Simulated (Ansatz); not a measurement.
Reaction (substitution at a C–Zn bond): `[CH3][Zn][F]` + `O[SiH2]S[SiH2]F` → `CO[SiH2]S[SiH2]F` + `[F][ZnH]`

Computed with Ansatz on PBE0-D4/def2-TZVP structures; ΔE is electronic, products minus reactants. CCSD(T)/CBS is the MP2 limit (def2-TZVPP, def2-QZVPP) plus CCSD(T) − MP2 in def2-TZVPP, frozen cores. DFT in def2-TZVPP. For Zn outer-core shells are correlated without core-valence functions, which leaves a few kJ/mol of doubt a bond. Scalar relativity is left out up to krypton. Each species was taken in one conformer, which may not be the lowest.

```tsv
species	ωB97X-V energy (Eh)
`[CH3][Zn][F]`	-1919.03029
`O[SiH2]S[SiH2]F`	-1155.32234
`CO[SiH2]S[SiH2]F`	-1194.61980
`[F][ZnH]`	-1879.70235
```

Task: Work out ΔE.

Result: ΔE = (-1194.61980) + (-1879.70235) − (-1919.03029) − (-1155.32234) = 0.03048 Eh = +19.1 kcal/mol. CCSD(T)/CBS gives +22.2 kcal/mol.

Largest T1 diagnostic among the species: 0.018.

The D4 term adds −2.2 kcal/mol with B3LYP and −1.3 kcal/mol with PBE0; it sums over pairs of atoms, weighted by their polarisabilities, and B3LYP, whose exchange is more repulsive, gets the larger term. In def2-TZVPP, CCSD(T) changes the Hartree–Fock value by +3.8 kcal/mol (the triples alone add +0.3 kcal/mol) and MP2 by +6.3 kcal/mol.

B3LYP here is the variant with VWN-RPA as its local correlation; programs differ in this.
